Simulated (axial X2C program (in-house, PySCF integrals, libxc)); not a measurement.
**Spin–orbit effects down a group: molecules with Cu, CCSD**

Computed with an axial X2C code built on PySCF integrals, spin-free (one-electron X2C) or two-component (2c: spin–orbit coupling with atomic mean-field Coulomb and Gaunt terms, which also bring small scalar terms), in Dyall basis sets with cores contracted in-house; open shells are unrestricted.

Basis sets: Cu dyall-cv3z, H dyall-v3z, Li dyall-cv3z, Na dyall-cv3z. Frozen shells (counts by l): CuH Cu 3s2p, H none, 12 electrons correlated; LiCu Cu 3s2p, Li 1s, 12 electrons correlated; NaCu Cu 3s2p, Na 2s1p, 12 electrons correlated. Coupled cluster in natural virtuals with an MP2 remainder. Where the outer core of a metal is frozen, bonds come out longer and ionisation energies lower.

```
molecule  spin-free state  Re (Å)  ωe (cm⁻¹)  De (eV)  2c state  Re 2c (Å)  ωe 2c (cm⁻¹)  De 2c (eV)
     CuH   M_S = 0, Λ = 0   1.458     1935.2     2.80     Ω = 0      1.459        1933.3        2.80
    LiCu   M_S = 0, Λ = 0   2.307      371.4     1.71     Ω = 0      2.307         371.3        1.71
    NaCu   M_S = 0, Λ = 0   2.586      207.8     1.44     Ω = 0      2.586         208.0        1.44
```

Each entry is the lowest single determinant of a limited PBE0 search at one distance. De goes to single-determinant-based atoms at the same level (for ions the charge split of lowest energy) and is withheld (n/a) where an atom does not fit its ground term or J level. Main or longest-lived isotopes. One determinant is a doubtful description, or other states lie close, for CuH, LiCu, NaCu; these need not be ground states, and all values refer to the states named.
